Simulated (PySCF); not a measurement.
A structure optimised at PBE-D3(BJ)/def2-SVP, used in a PySCF frequency run:

```
O
Si 1 1.6935
H 2 1.5007 1 108.58
H 2 1.5007 3 110.35 1 -118.89
H 2 1.5007 3 110.35 4 -122.22
Hf 1 1.9162 5 146.77 2 -180.00
Cl 6 2.3538 1 108.19 5 -119.62
Cl 6 2.3538 1 108.19 5 120.38
Cl 6 2.3538 1 108.19 5 0.38
```

Q: Write its SMILES, formula and point group.

A: [SiH3][O][Hf]([Cl])([Cl])[Cl], Cl₃H₃HfOSi, C3

Q: What are its rotational constants (standard atomic weights)?

A: 0.93951, 0.64105, 0.64105 GHz
